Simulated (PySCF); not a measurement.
Molecule: `C#CC#C[C@@H](C)C#C`, C8H6.

Geometry (Å), atoms numbered from 1 in this order:
```xyz
14

C     4.1959    0.2313    0.4271
C     3.0095    0.3781    0.2821
C     1.6708    0.5384    0.1120
C     0.4866    0.6971   -0.0547
C    -0.9464    0.8380   -0.2439
C    -1.4251   -0.0316   -1.4164
C    -1.6219    0.4517    0.9882
C    -2.1588    0.1032    1.9985
H     5.2279    0.1031    0.5573
H    -1.1740    1.8934   -0.4534
H    -0.9184    0.2632   -2.3330
H    -2.4986    0.0825   -1.5509
H    -1.2084   -1.0792   -1.2183
H    -2.6398   -0.1897    2.8833
```

Frames of a GFN2-xTB Langevin trajectory at 300 K; GIAO PBE0/pcSseg-1 shieldings in PySCF, gas phase, non-relativistic; equivalent atoms averaged within each frame.

Chemical shifts δ = σref − σ; TMS for ¹³C (σ = 186.93 ppm) and ¹H (σ = 31.72 ppm), all at this level. The references are static minima.

Task: How do the shifts (ppm) fluctuate along the trajectory?

Result: 
| time (fs) | C7 | C4 | C1 | C8 | C3 | C2 | C6 | C5 | H10 | H9 |
| --- | --- | --- | --- | --- | --- | --- | --- | --- | --- | --- |
| 250 | 92.6 | 81.7 | 79.9 | 79.1 | 74.3 | 73.1 | 24.2 | 22.5 | 4.50 | 2.79 |
| 425 | 89.8 | 80.3 | 75.5 | 77.8 | 74.9 | 78.9 | 30.4 | 23.5 | 3.38 | 0.26 |
| 625 | 91.5 | 80.5 | 78.4 | 79.9 | 81.1 | 78.6 | 27.7 | 23.6 | 4.40 | -0.38 |
| 800 | 95.2 | 85.0 | 72.5 | 81.5 | 74.3 | 74.0 | 31.4 | 19.7 | 2.93 | 0.71 |
| 1000 | 89.4 | 81.2 | 76.6 | 78.4 | 72.7 | 76.3 | 22.9 | 21.4 | 5.08 | 1.20 |
| mean of frames | 91.7 | 81.7 | 76.6 | 79.4 | 75.5 | 76.2 | 27.3 | 22.2 | 4.06 | 0.92 |
| standard deviation | 2.4 | 1.9 | 2.8 | 1.4 | 3.3 | 2.6 | 3.7 | 1.6 | 0.88 | 1.20 |

5 frames give an uncertainty of the mean of about the standard deviation over 2.2 at best, since frames this close in time may not be independent; classical motion lacks zero-point vibration, and the reference would need the same averaging.
